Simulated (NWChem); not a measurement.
System: GaBrCl₂; SMILES [Cl][Ga]([Cl])[Br]

Here is an NWChem input.

```
start job
memory heap 200 mb stack 900 mb global 1100 mb
geometry units angstroms noautoz
  Ga     0.000000     0.000000    -0.409623
  Cl     0.000000     1.830876    -1.487794
  Cl     0.000000    -1.830876    -1.487794
  Br     0.000000     0.000000     1.848430
end
basis spherical
  * library def2-svp
end
dft
  xc pbe0
  iterations 150
  vectors input atomic output neutral.movecs
end
task dft energy
charge 1
dft
  odft
  mult 2
  vectors input atomic output cation.movecs
end
task dft energy
```

Parts of the log:

```
             Northwest Computational Chemistry Package (NWChem) 7.3.0
             --------------------------------------------------------

 C2V symmetry detected

                             Geometry "geometry" -> ""
                             -------------------------

 Output coordinates in angstroms (scale by  1.889725989 to convert to a.u.)

  No.       Tag          Charge          X              Y              Z
 ---- ---------------- ---------- -------------- -------------- --------------
    1 Ga                  31.0000     0.00000000     0.00000000    -0.42374041
    2 Cl                  17.0000     0.00000000     1.83087600    -1.50191141
    3 Cl                  17.0000     0.00000000    -1.83087600    -1.50191141
    4 Br                  35.0000     0.00000000     0.00000000     1.83431259

 Effective nuclear repulsion energy (a.u.)     724.0113325704

      Symmetry information
      --------------------

 Group name             C2v
 Group number             16
 Group order               4
 No. of unique centers     3

                                 NWChem DFT Module
                                 -----------------

 Summary of "ao basis" -> "ao basis" (spherical)
 ------------------------------------------------------------------------------
       Tag                 Description            Shells   Functions and Types
 ---------------- ------------------------------  ------  ---------------------
 Ga                         def2-svp                12       32   5s4p3d
 Cl                         def2-svp                 8       18   4s3p1d
 Br                         def2-svp                12       32   5s4p3d

      Symmetry analysis of basis
      --------------------------

        a1         43
        a2         11
        b1         19
        b2         27

            General Information
            -------------------
          SCF calculation type: DFT
          Wavefunction type:  closed shell.
          No. of atoms     :     4
          No. of electrons :   100
           Alpha electrons :    50
            Beta electrons :    50
          Charge           :     0
          Spin multiplicity:     1
          Use of symmetry is: on ; symmetry adaption is: on
          Maximum number of iterations: 150
          AO basis - number of functions:   100
                     number of shells:    40
          Convergence on energy requested:  1.00D-06
          Convergence on density requested:  1.00D-05
          Convergence on gradient requested:  5.00D-04

              XC Information
              --------------
                         PBE0 Method XC Functional
                     Hartree-Fock (Exact) Exchange  0.250
          PerdewBurkeErnzerhof Exchange Functional  0.750
            Perdew 1991 LDA Correlation Functional  1.000 local
           PerdewBurkeErnz. Correlation Functional  1.000 non-local

             Grid Information
             ----------------
          Grid used for XC integration:  medium
          Radial quadrature: Mura-Knowles
          Angular quadrature: Lebedev.
          Tag              B.-S. Rad. Rad. Pts. Rad. Cut. Ang. Pts.
          ---              ---------- --------- --------- ---------
          Ga                  1.30      112           8.0       590
          Cl                  1.00       88          10.0       590
          Br                  1.15      112          10.0       590
          Grid pruning is: on
          Number of quadrature shells:   312
          Spatial weights used:  Erf1

      Superposition of Atomic Density Guess
      -------------------------------------

 Sum of atomic energies:       -5413.70870798

      Non-variational initial energy
      ------------------------------

 Total energy =   -5414.347669
 1-e energy   =   -8982.590552
 2-e energy   =    2844.231551
 HOMO         =      -0.404142
 LUMO         =      -0.029049

      Symmetry analysis of molecular orbitals - initial
      -------------------------------------------------

  Numbering of irreducible representations:

     1 a1          2 a2          3 b1          4 b2

  Orbital symmetries:

     1 a1          2 a1          3 a1          4 b2          5 a1
     6 a1          7 b2          8 b1          9 a1         10 a1
    11 b2         12 b1         13 a1         14 b2         15 a1
    16 a1         17 b2         18 a1         19 b1         20 b2
    21 a2         22 a1         23 b2         24 b1         25 a1
    26 b2         27 a1         28 b1         29 a1         30 b2
    31 b1         32 a1         33 a2         34 a1         35 b2
    36 a1         37 b1         38 a2         39 a1         40 b2
    41 a1         42 a1         43 b2         44 a1         45 b1
    46 a2         47 b2         48 a1         49 b1         50 b2
    51 a1         52 b1         53 b2         54 a1         55 a1
    56 a1         57 b2         58 b1         59 b1         60 a2

   convergence    iter        energy       DeltaE   RMS-Dens  Diis-err
 ---------------- ----- ----------------- --------- --------- ---------
 d= 0,ls=0.0,diis     1  -5417.8112643249 -6.14D+03  1.46D-02  5.39D-01
 d= 0,ls=0.0,diis     2  -5417.7923727081  1.89D-02  8.43D-03  6.18D-01
 d= 0,ls=0.0,diis     3  -5417.8793424757 -8.70D-02  1.12D-03  4.37D-02
 d= 0,ls=0.0,diis     4  -5417.8825255399 -3.18D-03  2.95D-04  4.52D-03
 d= 0,ls=0.0,diis     5  -5417.8828337218 -3.08D-04  4.58D-05  3.58D-05
  Resetting Diis
 d= 0,ls=0.0,diis     6  -5417.8828363979 -2.68D-06  7.28D-06  6.61D-07
 d= 0,ls=0.0,diis     7  -5417.8828364701 -7.22D-08  2.53D-06  3.76D-08

         Total DFT energy =    -5417.882836470088
      One electron energy =    -8980.467481787746
           Coulomb energy =     3060.748778911143
    Exchange-Corr. energy =     -222.175466163877
 Nuclear repulsion energy =      724.011332570392

 Numeric. integr. density =       99.999999744507

                  Occupations of the irreducible representations
                  ----------------------------------------------

                     irrep           alpha         beta
                     --------     --------     --------
                     a1               23.0         23.0
                     a2                4.0          4.0
                     b1                9.0          9.0
                     b2               14.0         14.0

                       DFT Final Molecular Orbital Analysis
                       ------------------------------------

 Vector   48  Occ=2.000000D+00  E=-3.475850D-01  Symmetry=b2
              MO Center=  2.8D-15,  3.1D-13, -1.1D+00, r^2= 5.1D+00
   Bfn.  Coefficient  Atom+Function         Bfn.  Coefficient  Atom+Function
  ----- ------------  ---------------      ----- ------------  ---------------
    44      0.325716  2 Cl py                62      0.325716  3 Cl py
    45      0.273552  2 Cl pz                63     -0.273552  3 Cl pz
    41      0.248498  2 Cl py                59      0.248498  3 Cl py
    42      0.204231  2 Cl pz                60     -0.204231  3 Cl pz
    84      0.177450  4 Br py                81      0.175883  4 Br py

 Vector   49  Occ=2.000000D+00  E=-3.358489D-01  Symmetry=b1
              MO Center= -3.2D-16,  5.7D-14,  1.4D+00, r^2= 3.0D+00
   Bfn.  Coefficient  Atom+Function         Bfn.  Coefficient  Atom+Function
  ----- ------------  ---------------      ----- ------------  ---------------
    83      0.555136  4 Br px                80      0.498360  4 Br px
    77     -0.330486  4 Br px                43     -0.165522  2 Cl px
    61     -0.165522  3 Cl px                40     -0.120800  2 Cl px
    58     -0.120800  3 Cl px                74      0.107351  4 Br px
    37     -0.070215  2 Cl px                55     -0.070215  3 Cl px

 Vector   50  Occ=2.000000D+00  E=-3.275486D-01  Symmetry=b2
              MO Center=  1.2D-16,  6.5D-15,  1.2D+00, r^2= 3.7D+00
   Bfn.  Coefficient  Atom+Function         Bfn.  Coefficient  Atom+Function
  ----- ------------  ---------------      ----- ------------  ---------------
    84      0.542242  4 Br py                81      0.493880  4 Br py
    78     -0.325578  4 Br py                45     -0.201765  2 Cl pz
    63      0.201765  3 Cl pz                42     -0.148140  2 Cl pz
    60      0.148140  3 Cl pz                75      0.105709  4 Br py
    39     -0.085879  2 Cl pz                57      0.085879  3 Cl pz

 Vector   51  Occ=0.000000D+00  E=-7.281229D-02  Symmetry=a1
              MO Center=  1.0D-14,  2.4D-15, -2.5D-01, r^2= 4.4D+00
   Bfn.  Coefficient  Atom+Function         Bfn.  Coefficient  Atom+Function
  ----- ------------  ---------------      ----- ------------  ---------------
     4      0.826767  1 Ga s                  5      0.606158  1 Ga s
    85      0.452232  4 Br pz                 3     -0.387148  1 Ga s
    44      0.334249  2 Cl py                62     -0.334249  3 Cl py
    82      0.256489  4 Br pz                36     -0.218710  2 Cl s
    54     -0.218710  3 Cl s                 72     -0.213034  4 Br s

 Vector   52  Occ=0.000000D+00  E=-5.429780D-02  Symmetry=b1
              MO Center= -1.8D-14, -5.8D-16, -3.8D-01, r^2= 3.9D+00
   Bfn.  Coefficient  Atom+Function         Bfn.  Coefficient  Atom+Function
  ----- ------------  ---------------      ----- ------------  ---------------
    15      0.646069  1 Ga px                12      0.534034  1 Ga px
    83     -0.264626  4 Br px                43     -0.261330  2 Cl px
    61     -0.261330  3 Cl px                 9     -0.239631  1 Ga px
    80     -0.161819  4 Br px                40     -0.143922  2 Cl px
    58     -0.143922  3 Cl px                77      0.105161  4 Br px

[...]
```

Level: PBE0/def2-SVP, vertical spin-unrestricted ions. All runs use the structure optimised with PBE0/def2-SVP.
